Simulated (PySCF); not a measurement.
**Si (silicon, neutral) across methods**

[Ne] 3s2 3p1 4s1, high-spin 3P determinant (an excited configuration). Calculation: PySCF 2.14, in dyall-av2z; the non-relativistic Hamiltonian (point nucleus).

| method | E (hartree) | mean ε 3s β (eV) | mean ε 3p α (eV) | mean ε 4s α (eV) | Σ⟨r²⟩ (bohr²) | ⟨S²⟩ |
| --- | --- | --- | --- | --- | --- | --- |
| PBE0 | -289.0652 | -14.504 | -8.483 | -2.077 | 57.67 | 2.005 |
| PBE | -289.0431 | -13.410 | -7.378 | -1.717 | 57.51 | 2.004 |
| B3LYP | -289.2128 | -14.388 | -8.142 | -1.893 | 57.22 | 2.004 |
| BP86 | -289.2169 | -13.591 | -7.446 | -1.788 | 57.29 | 2.003 |
| wB97X-V | -289.1301 | -16.931 | -10.603 | -2.943 | 57.65 | 2.004 |
| UHF | -288.67160 | -16.680 | -11.244 | -2.793 | 58.44 | 2.014 |
| LDA | -288.0317 | -13.553 | -7.281 | -1.707 | 57.02 | 2.001 |
| r2SCAN | -289.1494 | -13.606 | -7.762 | -1.674 | 57.78 | 2.009 |
| PW91 | -289.1735 | -13.461 | -7.420 | -1.733 | 57.40 | 2.004 |

The outer electron is Rydberg-like, and this basis confines it to a smaller radius and binds it less than a complete one would.
